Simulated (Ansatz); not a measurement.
Reaction (formal exchange of groups at a C–Al bond): `[CH3][AlH][S]C` + `CNBN` → `CNB(C)N` + `C[S][AlH2]`

Computed with Ansatz on PBE0-D4/def2-TZVP structures; ΔE is electronic, products minus reactants. CCSD(T)/CBS is the MP2 limit (def2-TZVPP, def2-QZVPP) plus CCSD(T) − MP2 in def2-TZVPP, frozen cores. Functionals use def2-TZVPP. B3LYP here is the variant with VWN-RPA as its local correlation; programs differ in this. One conformer a species, not always the lowest.

```
             level  ΔE (kcal/mol)  difference from CCSD(T)/CBS
            PBE-D4            1.7                          0.4
         r2SCAN-D4            1.8                          0.5
           PBE0-D4            1.3                          0.0
          B3LYP-D4            1.6                          0.3
           ωB97X-V            1.1                         -0.2
           ωB97M-V            1.5                          0.2
            B2PLYP            2.0                          0.7
               PBE            2.1                          0.8
            r2SCAN            1.9                          0.6
              PBE0            1.6                          0.3
             B3LYP            2.2                          0.9
     HF/def2-TZVPP            0.9                         -0.4
    MP2/def2-TZVPP            1.6                          0.3
SCS-MP2/def2-TZVPP            1.4                          0.1
   CCSD/def2-TZVPP            1.0                         -0.3
CCSD(T)/def2-TZVPP            1.2                         -0.1
     HF/def2-QZVPP            0.9                         -0.4
    MP2/def2-QZVPP            1.7                          0.4
SCS-MP2/def2-QZVPP            1.5                          0.2
      HF/CBS(def2)            0.9                         -0.4
     MP2/CBS(def2)            1.7                          0.4
    CCSD/CBS(def2)            1.2                         -0.1
       CCSD(T)/CBS            1.3                            0
```

Largest T1 diagnostic among the species: 0.011.
